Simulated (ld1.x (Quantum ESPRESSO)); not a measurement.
## What one change does to a pseudopotential (Ru, TM semilocal)

* Element: Ru
* Generator: ld1.x (Quantum ESPRESSO) 7.5
* Type: norm-conserving Troullier–Martins (semilocal form)
* Functional: BLYP
* Relativity: scalar-relativistic
* Frozen core: [Ar] 3d10 4s2
* Valence charge: 14
* Reference configuration: 4p6 4d7 5s1 5p0
* Partial waves: 5s (bound): rc 1.95 bohr; 4p (bound): rc 1.40 bohr; 4d (bound): rc 1.50 bohr
* Local potential: the d channel
* Core correction: Bessel-smoothed model core inside 0.85 bohr

Change: wave 5s (bound): rc 1.95 bohr becomes 5s (bound): rc 1.82 bohr.

Cutoffs: the cutoffs (Ry, on a coarse ladder) from which the occupation-weighted sum of valence levels, in a spherical-Bessel basis at the reference potential, stays within 10 and 1 mRy of its value at 400 Ry; they do not see the model core or the augmentation charge, which bear on the density cutoff. Errors are all-electron minus pseudo energies relative to the spin-unpolarised reference configuration.

Q: What does the change do?

A: The potential gets neither clearly harder nor softer (70 Ry and 110 Ry → 70 Ry and 110 Ry); the p channel sets the loose cutoff, while the largest relative change is in s, which becomes harder; of the 7 tests that both files solve, the error grows in 5 and shrinks in 1 by more than 15 % and 0.3 meV (median size 9.9 → 23.2 meV); neither file shows a bound ghost at the reference potential, the only one tested. A semilocal file is local in each channel, so a ghost entry of none says nothing of the separable form that plane-wave codes build from it.

| quantity | base | changed |
| --- | --- | --- |
| cutoff, loose | 70 Ry | 70 Ry |
| cutoff, tight | 110 Ry | 110 Ry |
| loose cutoff by channel (10 mRy a level) | s 18 Ry, p 45 Ry, d 45 Ry | s 21 Ry, p 45 Ry, d 45 Ry |
| bound ghosts | none | none |
| error for 4p6 4d7 5s0 5p0, meV [ΔE 7.37 eV] | -5.4 | -4.6 |
| error for 4p6 4d6 5s0 5p0, meV [ΔE 25.48 eV] | -1.3 | -4.7 |
| error for 4p6 4d5 5s0 5p0, meV [ΔE 56.00 eV] | -12 | -24 |
| error for 4p6 4d8 5s0 5p0, meV [ΔE -0.22 eV] | -9.9 | -8.3 |
| error for 4p6 4d6 5s1 5p1, meV [ΔE 5.54 eV] | +53 | +70 |
| error for 4p6 4d6 5s2 5p0, meV [ΔE 1.59 eV] | +4.3 | +23 |
| error for 4p6 4d4 5s0 5p0, meV [ΔE 100.39 eV] | -53 | -78 |

Changed file: These tests converged, but a pseudo level misses the all-electron one widely, so the file describes the atom poorly there or has found another state: 4p6 4d4 5s0 5p0: empty 5s by 5.6 eV (a node warning on the way).
